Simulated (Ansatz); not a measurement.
Geometry optimisation, RKS B3LYP-D4/def2-SVP (Ansatz).

input.yaml

```yaml
crystal:
  periodic: [false, false, false]
  atoms:
    - { symbol: Zr, position_ang: [0.449872, 0.396165, -0.450716] }
    - { symbol: O, position_ang: [-0.592591, 0.136895, 2.618735] }
    - { symbol: H, position_ang: [-1.441085, 0.471225, 2.943527] }
    - { symbol: F, position_ang: [1.339233, 0.525655, -2.106211] }
    - { symbol: Cl, position_ang: [-1.654332, 1.369519, -0.814506] }
    - { symbol: F, position_ang: [0.346202, -1.465274, -0.151259] }
    - { symbol: Br, position_ang: [1.983479, 1.789272, 1.21884] }
    - { symbol: H, position_ang: [0.068321, 0.798542, 2.92939] }
basis:
  gaussian: { orbitals: def2-SVP }
hamiltonian:
  xc: b3lyp
  dispersion: d4
relax:
  f_tol: 0.03
  max_steps: 50
```

Run as:

```bash
$ ansatz run input.yaml --threads 4 --pin off --max-ram 5120MiB --backend cpu --events-out ev --progress --plain --runs-dir out
```

Question: Where does it end, and by what steps?

Answer: The run converged. After 12 steps the energy has fallen by 0.643 eV; H3 moved furthest, 0.72 Å. Joined: Zr1–O2 (3.25 → 2.37 Å).

```
step  energy less start (eV)  largest force component (eV/Å)  accepted
   0                  0.0000                           1.286       yes
   1                 -0.1846                           0.966       yes
   2                 -0.4115                           1.265       yes
   3                 -0.5614                           1.637       yes
   4                 -0.6001                           1.103       yes
   5                 -0.6239                           0.590       yes
   6                 -0.6341                           0.253       yes
   7                 -0.6366                           0.124       yes
   8                 -0.6393                           0.141       yes
   9                 -0.6369                           0.595        no
  10                 -0.6412                           0.065       yes
  11                 -0.6415                           0.262       yes
  12                 -0.6429                           0.016       yes
```

```xyz
8
Properties=species:S:1:pos:R:3
Zr 0.394 0.380 -0.065
O -0.496 0.296 2.126
H -1.409 0.606 2.235
F 1.074 0.618 -1.820
Cl -1.800 1.267 -0.416
F 0.505 -1.508 0.089
Br 2.192 1.685 1.199
H 0.038 0.678 2.840
```

Whether the end is a true minimum wasn't checked by a vibrational analysis.

Time of the run: 50 s on 4 threads of Arm Neoverse V1, with other jobs on the host, peak memory 0.39 GiB.
